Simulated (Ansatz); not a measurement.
```xyz
2

B     0.0046   -0.0041   -0.8198
F     0.0014    0.0019    0.4608
```

Basis set: 6-31G* (spherical functions). Correlated methods keep 2 orbitals frozen. Charge 0, multiplicity 1.

Computed with Ansatz (development build ahead of 0.2.0); each method stands on the lowest determinant of its kind that the runs found. Restricted open shells among the atoms or ions are ROHF, correlated in semicanonical orbitals with singles.

The atomization energy at this shape (free ground-state atoms in the same class of orbitals less the molecule, no zero-point energy) of singlet BF:

```json
{"method": "RHF-MP2", "atomization energy": "756.4 kJ/mol"}
```

Problem. What does RHF give?

Solution. 580.9 kJ/mol.
